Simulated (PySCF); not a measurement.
# Sc: excitation energy

Sc [Ar] 3d1 4s2 (2D) → Sc [Ar] 3d2 4s1 (4F), as a difference of total energies. Computed with PySCF 2.14 in aug-cc-pVTZ with one added diffuse shell each of s, p, d, f, g type (9s8p6d4f3g, 118 functions), with no relativity, point nucleus. Correlated levels: valence: [Ar] frozen. The calculations carry no spin-orbit coupling.

```
           method  excitation energy (cm⁻¹)
              UHF                    7984.8
              LDA                    4278.3
              PBE                    3853.8
             PBE0                    4796.1
              M06                     11653
          r2SCAN0                    3735.0
           PBEsol                    3691.9
    MP2 (valence)                     11541
SCS-MP2 (valence)                     14191
```

These non-relativistic numbers lack the scalar-relativistic shift.

Errors of the correlated levels include the incompleteness of this basis and the frozen core.

For comparison: 11509 cm⁻¹ (measured; NIST levels, between the centres of gravity of the two terms).
